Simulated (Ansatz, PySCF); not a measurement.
Process, species as SMILES: CB(C)N + 2 B (BH3) → 2 BC (CH5B) [methylborane] + BN (BNH4)
Geometries: B3LYP-D3(BJ)/def2-TZVP minima from Ansatz (a first-principles code), one conformer each, not searched for the lowest. Frequencies are from Ansatz or PySCF.

Wanted: bond separation energy (enthalpy at 298 K, with B3LYP-D3(BJ) rigid-rotor harmonic-oscillator terms), in kcal/mol. Valence correlation only, unless marked. No spin-orbit coupling. No relativistic terms. Basis-set limits of correlation are two-point, X^-3; Hartree-Fock from the larger set. [CCSD(T)-MP2]/basis is that difference in the basis named.

Level to compare with: RI-MP2/CBS(aug-cc-pVTZ,aug-cc-pVQZ)+[CCSD(T)-MP2]/aug-cc-pVTZ (Ansatz), -3.3 kcal/mol. It is a level with limits of its own, and the differences hold the functionals' basis error too.

Question: Rank these functionals by how close they come to RI-MP2/CBS(aug-cc-pVTZ,aug-cc-pVQZ)+[CCSD(T)-MP2]/aug-cc-pVTZ, closest first: M06-2X/def2-TZVPD (PySCF); CAM-B3LYP/def2-TZVPD (Ansatz); revPBE/def2-TZVPD (Ansatz).

Answer: M06-2X/def2-TZVPD (hybrid meta-GGA, -4.0 kcal/mol, difference -0.7), CAM-B3LYP/def2-TZVPD (range-separated hybrid, -5.6 kcal/mol, difference -2.3), revPBE/def2-TZVPD (GGA, -7.3 kcal/mol, difference -4.0)
